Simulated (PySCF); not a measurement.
**Frontier orbitals and the lowest excitations**

Compound: C4H9FOSi.
Geometry (PBE0-D3(BJ)/def2-SVP, Å), atoms numbered from 1 in this order:
```xyz
16
C4H9FOSi angstrom
C      2.0827   -0.5006   -0.0695
C      0.7059   -0.1562    0.4471
C     -0.4199   -0.4320   -0.5585
C     -1.6656    0.3132   -0.1077
F     -2.2666   -0.3765    0.9399
Si    -0.8642    1.9077    0.5824
O      0.6589    1.2293    0.7794
H      2.8459   -0.2613    0.6844
H      2.3039    0.0798   -0.9787
H      2.1525   -1.5727   -0.3095
H      0.5015   -0.7413    1.3644
H     -0.1176   -0.0459   -1.5487
H     -0.6226   -1.5101   -0.6665
H     -2.4019    0.4184   -0.9204
H     -1.4667    2.3542    1.8689
H     -0.8203    3.0439   -0.3845
```

Level of theory: PySCF 2.14.0, density-fitted response routines, TDDFT B3LYP/def2-SVPD, vertical, gas phase, core orbitals frozen in the response.

Frontier orbitals with the atoms that hold most of them (Löwdin shares over 4%, at most four atoms; ? is withheld):

```tsv
orbital	ε (eV)	atoms
LUMO+2	0.83	Si6 23%, C4 16%, F5 15%, H14 8%
LUMO+1	0.32	Si6 23%, C3 10%, C4 10%, H12 9%
LUMO	-0.03	?
HOMO	-7.74	?
HOMO-1	-8.17	C4 26%, F5 19%, O7 17%, Si6 17%
HOMO-2	-8.88	O7 28%, C2 16%, C3 16%, C1 11%
HOMO-3	-9.47	F5 26%, O7 21%, C4 16%, C3 12%
```

Question: Give the leading atoms of the LUMO.

Answer: Si6 (bonded to C, O and 2 H) 36%; H15 (bonded to Si) 12%; O7 (bonded to C and Si) 12%; H16 (bonded to Si) 12%. By element: silicon 36%, hydrogen 24% or more, oxygen 12%.

Question: Which atoms hold the HOMO, and with what shares?

Answer: O7 (bonded to C and Si) 44%; C2 (bonded to 2 C, O and H) 12%; Si6 (bonded to C, O and 2 H) 10%; H11 (bonded to C) 8%.

Question: How does S1 compare with the orbital gap of 7.71 eV?

Answer: S1 is at 6.64 eV (f = 0.0092), 1.07 eV below the gap, made of HOMO→LUMO (97%). 

Question: Give energy, strength and leading configuration of S1, S2, S3 and S7, and follow the Löwdin shares of the leading atoms from the occupied to the empty orbital.

Answer: 
- S1 (6.64 eV, f 0.0092), HOMO→LUMO (97%): O7 44% → 12%, C2 12% → at most 12%, Si6 10% → 36%, H15 at most 8% → 12%
- S2 (7.13 eV, f 0.023), HOMO-1→LUMO (92%): C4 26% → at most 12%, F5 19% → at most 12%, Si6 17% → 36%, H15 at most 17% → 12%
- S3 (7.18 eV, f 0.019), HOMO→LUMO+1 (94%): O7 44% → at most 10%, C2 12% → at most 10%, Si6 10% → 23%, C3 at most 8% → 10%
- S7 (7.88 eV, f 0.034), HOMO-2→LUMO (73%): O7 28% → 12%, C2 16% → at most 12%, Si6 at most 11% → 36%, H15 at most 11% → 12%

Time: 8.2 min wall (grids of density and orbitals included); peak memory 0.90 GiB. Hardware: an Arm Neoverse N1 with one thread, no GPU, on a shared host.

One conformer stands for the species.
